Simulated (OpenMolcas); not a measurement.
An atom or ion with 23 electrons was computed by SS-CASPT2, IPEA 0.25 Eh, imaginary shift 0.1 Eh with spin-orbit coupling (OpenMolcas, ANO-RCC-VTZP, DKH2). The lowest levels that the run gave, each within 12 % of the measured value where one is at hand:

```tsv
J	Parity	E (cm-1)	g
5/2	even	0.0	2.002
5/2	even	33520	0.571
7/2	even	33560	0.984
9/2	even	33600	1.172
11/2	even	33610	1.273
5/2	even	37100	1.587
3/2	even	37160	1.711
1/2	even	37240	2.632
7/2	even	40260	1.429
1/2	even	40300	0.036
3/2	even	40390	1.223
5/2	even	40430	1.384
```

Q: Which ion is it, and what are the configurations and terms?

A: Fe3+ (Z = 26, charge +3; active space 5 electrons in 10 orbitals (3d 4d)). J, parity and g give the terms where levels are pure, and mixed ones are named by the computed weights; the size of the splittings, set against known spectra of the 23-electron sequence, gives the charge. In order, with the measured energies in cm-1 (Corliss and Sugar, J. Phys. Chem. Ref. Data 11, 135 (1982)): 3d5 6S 5/2, 3d5 4G 5/2, 3d5 4G 7/2, 3d5 4G 9/2, 3d5 4G 11/2 (32246), 3d5 4P 5/2 (35254), 3d5 4P 3/2 (35333), 3d5 4P 1/2 (35407), 3d5 4D 7/2 (38779), 3d5 4D 1/2 (38897), 3d5 4D 3/2, 3d5 4D 5/2.

CASPT2 breaks the degeneracy within a term, and the mean is taken; among the terms shown or strongly mixed into the levels shown the widest spread is 64 cm-1 (3d5 4D). Active for correlation alone: 4d; no level in the range computed is led by a configuration that fills it, so any true level of that kind is missing. Computed and measured levels are paired by configuration, term and J; levels that our copy of the source lacks, or whose pairing is in doubt (as where it misses far off the trend of its configuration), stay unpaired and out of the deviations. Levels of configurations outside the active space are missing.
